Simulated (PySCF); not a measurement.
## Computed beside measured shifts: Diphenyl(prop-1-en-2-yl)phosphine oxide (C15H15OP)

System: Diphenyl(prop-1-en-2-yl)phosphine oxide (C15H15OP), SMILES C=C(C)P(=O)(c1ccccc1)c1ccccc1.

Atom-mapped SMILES (hydrogens are numbered by the atom that bears them): [CH2:1]=[C:2]([CH3:3])[P:4](=[O:5])([c:6]1[cH:7][cH:8][cH:9][cH:10][cH:11]1)[c:12]1[cH:13][cH:14][cH:15][cH:16][cH:17]1

Computed with GIAO KT3/pcSseg-2, gas phase, PySCF SCF with an in-house response code, fitting set def2-universal-JFIT, grid level 2, non-relativistic, geometry: PBE0-D3(BJ)/def2-SVP.

One optimised conformer. Values are averaged over the atoms that symmetry or fast rotation interchanges, on this one geometry and without vibrational averaging. Shifts are the reference shielding less the shielding here, at the same level (13C, 1H against isolated TMS; 17O against isolated H2O; 31P against isolated H3PO4); nuclei without a reference have shieldings only.

What shifts does this level give for P4, and how do they compare with measurement?


```tsv
atom	nucleus	computed / ppm	measured / ppm	computed less measured	measured against	medium of the measurement
P4	31P	3.3	31.3	-28.0	85 % H3PO4	CDCl3
```

Computed 19F and 31P shifts carry an offset from the reference molecule (CFCl3 is hard for DFT, lone H3PO4 or PH3 isn't the 85 % acid), so differences between compounds are more accurate than the values.

Measured values: supporting information or article, doi 10.1039/d4ob00318g.
